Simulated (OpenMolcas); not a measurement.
Multiconfigurational calculation on F⁵⁺

Input:

```
&GATEWAY
Coord
1

F 0.0 0.0 0.0
Basis=ANO-RCC-VDZ
Group=XYZ
NoMove
AngMom=0.0 0.0 0.0
AMFI
&SEWARD
Relativistic=R03O02
* reference wave functions (RASSCF and RASSI steps not shown): 2 electrons in 4 orbitals (2s 2p)
>>> COPY JOB001 $Project.JobIph
&CASPT2
Multistate=1 1
Frozen=1 0
IPEA=0.3
Imaginary=0.3
MaxIter=60
WThr=0.0 0.3 0.05
PrWF=0.5
NoMix
>>> COPY JOB003 $Project.JobIph
&CASPT2
Multistate=3 1 2 3
Frozen=1 0
IPEA=0.3
Imaginary=0.3
MaxIter=60
WThr=0.0 0.3 0.05
PrWF=0.5
NoMix
>>> COPY JOB004 $Project.JobIph
&CASPT2
Multistate=3 1 2 3
Frozen=1 0
IPEA=0.3
Imaginary=0.3
MaxIter=60
WThr=0.0 0.3 0.05
PrWF=0.5
NoMix
```

Launched by
```bash
OMP_NUM_THREADS=1 MOLCAS_MEM=2252 MOLCAS_PROJECT=a pymolcas a.inp > a.log  # once for each step of the input, in one work folder
```

Output, cut to the results:

```
--- CASPT2 ---
Orbital specifications:
      -----------------------

      Symmetry species                           1   2
                                                ag  au
      Frozen orbitals                            1   0
      Inactive orbitals                          0   0
      Active orbitals                            1   3
      Secondary orbitals                         1   3
      Deleted orbitals                           0   0
      Number of basis functions                  3   6
Type of calculation                        SS-CASPT2
      Fock operator                              state-specific
      IPEA shift                                 0.30
      Real shift                                 0.00
      Imaginary shift                            0.30
      The input orbitals will be transformed to quasi-canonical
Reference energy:         -88.0973796482
      E2 (Non-variational):      -0.0002963172
      Shift correction:          -0.0000004322
      E2 (Variational):          -0.0002967494
      Total energy:             -88.0976763975
      Residual norm:              0.0000000702
      Reference weight:           0.99996
      Contributions to the CASPT2 correlation energy
      Active & Virtual Only:         -0.0002963172
      One Inactive Excited:           0.0000000000
      Two Inactive Excited:           0.0000000000
::    CASPT2 Root  1     Total energy:    -88.09767640
--- CASPT2 ---
Orbital specifications:
      -----------------------

      Symmetry species                           1   2
                                                ag  au
      Frozen orbitals                            1   0
      Inactive orbitals                          0   0
      Active orbitals                            1   3
      Secondary orbitals                         1   3
      Deleted orbitals                           0   0
      Number of basis functions                  3   6
Type of calculation                        MS-CASPT2
      Fock operator                              state-specific
      IPEA shift                                 0.30
      Real shift                                 0.00
      Imaginary shift                            0.30
      The input orbitals will be transformed to quasi-canonical
Reference energy:         -87.1107993839
      E2 (Non-variational):      -0.0004368095
      Shift correction:          -0.0000008279
      E2 (Variational):          -0.0004376374
      Total energy:             -87.1112370213
      Residual norm:              0.0000000000
      Reference weight:           0.99994
      Contributions to the CASPT2 correlation energy
      Active & Virtual Only:         -0.0004368095
      One Inactive Excited:           0.0000000000
      Two Inactive Excited:           0.0000000000
Reference energy:         -87.1107993839
      E2 (Non-variational):      -0.0004368095
      Shift correction:          -0.0000008279
      E2 (Variational):          -0.0004376374
      Total energy:             -87.1112370213
      Residual norm:              0.0000000000
      Reference weight:           0.99994
      Contributions to the CASPT2 correlation energy
      Active & Virtual Only:         -0.0004368095
      One Inactive Excited:           0.0000000000
      Two Inactive Excited:           0.0000000000
::    CASPT2 Root  1     Total energy:    -87.11123702
::    CASPT2 Root  2     Total energy:    -87.11123702
::    CASPT2 Root  3     Total energy:    -87.11123702
::    MS-CASPT2 Root  1     Total energy:    -87.11123702
::    MS-CASPT2 Root  2     Total energy:    -87.11123702
::    MS-CASPT2 Root  3     Total energy:    -87.11123702
--- CASPT2 ---
Orbital specifications:
      -----------------------

      Symmetry species                           1   2
                                                ag  au
      Frozen orbitals                            1   0
      Inactive orbitals                          0   0
      Active orbitals                            1   3
      Secondary orbitals                         1   3
      Deleted orbitals                           0   0
      Number of basis functions                  3   6
Type of calculation                        MS-CASPT2
      Fock operator                              state-specific
      IPEA shift                                 0.30
      Real shift                                 0.00
      Imaginary shift                            0.30
      The input orbitals will be transformed to quasi-canonical
Reference energy:         -87.5508613508
      E2 (Non-variational):      -0.0015059208
      Shift correction:          -0.0000106272
      E2 (Variational):          -0.0015165479
      Total energy:             -87.5523778987
      Residual norm:              0.0000000000
      Reference weight:           0.99958
      Contributions to the CASPT2 correlation energy
      Active & Virtual Only:         -0.0015059208
      One Inactive Excited:           0.0000000000
      Two Inactive Excited:           0.0000000000
Reference energy:         -87.5508613508
      E2 (Non-variational):      -0.0015059208
      Shift correction:          -0.0000106272
      E2 (Variational):          -0.0015165479
      Total energy:             -87.5523778987
      Residual norm:              0.0000000000
      Reference weight:           0.99958
      Contributions to the CASPT2 correlation energy
      Active & Virtual Only:         -0.0015059208
      One Inactive Excited:           0.0000000000
      Two Inactive Excited:           0.0000000000
::    CASPT2 Root  1     Total energy:    -87.55237790
::    CASPT2 Root  2     Total energy:    -87.55237790
::    CASPT2 Root  3     Total energy:    -87.55237790
::    MS-CASPT2 Root  1     Total energy:    -87.55237790
::    MS-CASPT2 Root  2     Total energy:    -87.55237790
::    MS-CASPT2 Root  3     Total energy:    -87.55237790
```

Levels above the lowest, from the spin-orbit matrix with the single-state CASPT2 energies, averaged by term, on its diagonal:

```tsv
Configuration	Term	J	E (cm-1)	Measured (cm-1)	Term weight %
2s2	1S	0	0.0	0.0	100
2s 2p	3P*	0	119272		100
2s 2p	3P*	1	119475	96861	100
2s 2p	3P*	2	119883	97437	100
2s 2p	1P*	1	216499		100
```

Against the 2 measured excited levels shown (Moore, Atomic Energy Levels, vol. I, NSRDS-NBS 35 (1971 reprint of NBS Circular 467, 1949)) the mean absolute deviation is 23000 cm-1; the largest miss in energy is 2s 2p 3P* 1: computed 119475, measured 96861 cm-1 (+23.3 %).

Terms from blocks run as CI alone lack orbitals of their own. The basis is small and was not contracted for so high a charge. Measured partners are found by configuration, term and J. A level has none where our copy of the source lacks it or the pairing is in doubt (some pairs that miss far off the trend of their configuration count as doubtful), and it then counts in no deviation. Only configurations of the active space appear. The first state left out of the spin-orbit step lies near 300000 cm-1 above the lowest spin-free state of the reference (among the parities and spins computed), and the list stops at four fifths of that energy or lower.

The CASPT2 steps took 1.1 s on 1 thread of Arm Neoverse V1, with other jobs on the host; the integral step is not counted.

The term weight is that of the spin-free term in the level, not the purity of its configuration. * marks odd parity.
